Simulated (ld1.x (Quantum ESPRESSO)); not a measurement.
**Varying the TM potential for C**

Base potential:

| Quantity | Value |
| --- | --- |
| Element | C (Z = 6) |
| Generator | ld1.x (Quantum ESPRESSO) 7.5 |
| Type | norm-conserving Troullier–Martins (Kleinman–Bylander form) |
| Functional | LDA (PZ) |
| Relativity | scalar-relativistic |
| Frozen core | [He] |
| Valence charge | 4 |
| Reference configuration | 2s2 2p2 |
| Partial waves | 2p (bound): rc 1.40 bohr; 3d channel at 0.2 Ry: rc 1.20 bohr; 2s (bound): rc 0.85 bohr |
| Local potential | the s channel |
| Core correction | none |

Cutoffs, loose and tight: the cutoffs (Ry, on a coarse ladder) from which the occupation-weighted sum of valence levels, in a spherical-Bessel basis at the reference potential, stays within 10 and 1 mRy of its value at 400 Ry. They do not see the model core or the augmentation charge, which bear on the density cutoff. Test errors are all-electron minus pseudo excitation energies from the reference, over the configurations 2s2 2p1; 2s2 2p0; 2s1 2p0; 2s0 2p4; 2s1 2p3; 2s2 2p2.3; 2s1 2p2 (two spin-polarised tests are not counted in the largest error). A dash means not determined; rows that change the core or the reference have their own tests. The largest error is taken over the tests solved by every variant that gives reliable tests at all: 2s0 2p4; 2s1 2p0; 2s1 2p2; 2s1 2p3; 2s2 2p0; 2s2 2p1.

```csv
change,outcome,"cutoff, loose","cutoff, tight",bound ghosts,largest test error (meV)
base,generated,80 Ry,180 Ry,none,+374
"all radii scaled by about 0.77 (s 0.66, p 1.08, d 0.92 bohr)",generated,200 Ry,230 Ry,none,+376
"all radii scaled by about 0.82 (s 0.70, p 1.14, d 0.98 bohr)",generated,160 Ry,300 Ry,none,+360
"all radii scaled by about 1.06 (s 0.90, p 1.48, d 1.26 bohr)",generated,60 Ry,110 Ry,none,+393
"all radii scaled by about 1.22 (s 1.04, p 1.72, d 1.46 bohr)",generated,40 Ry,90 Ry,none,+491
"all radii scaled by about 1.32 (s 1.12, p 1.84, d 1.58 bohr)",generated,35 Ry,90 Ry,none,+572
```

Problem. What comes out with this change to the base: all radii scaled by about 0.92 (s 0.78, p 1.28, d 1.10 bohr)?

Solution. outcome: generated; cutoff, loose: 110 Ry; cutoff, tight: 230 Ry; bound ghosts: none; largest test error (meV): +358.

Problem. What comes out with this change to the base: all radii scaled by about 1.37 (s 1.16, p 1.92, d 1.64 bohr)?

Solution. outcome: generated; cutoff, loose: 35 Ry; cutoff, tight: 90 Ry; bound ghosts: none; largest test error (meV): +643.

Problem. What comes out with this change to the base: all radii scaled by about 1.14 (s 0.96, p 1.60, d 1.36 bohr)?

Solution. outcome: generated; cutoff, loose: 40 Ry; cutoff, tight: 90 Ry; bound ghosts: none; largest test error (meV): +433.

Reading the sweep of the scale of all radii (base = 1) (base included, trends over the rows without a ghost): The loose cutoff falls from 200 Ry at 0.77 to 35 Ry at 1.37. A larger radius leaves more room for a smooth pseudo-wave, so fewer plane waves are needed; a smaller one forces it to follow the all-electron wave where it bends sharply. The median size of the test errors (rows with all tests solved) is not monotonic: lowest 11.0 meV at 1, highest 31.2 meV at 0.77.
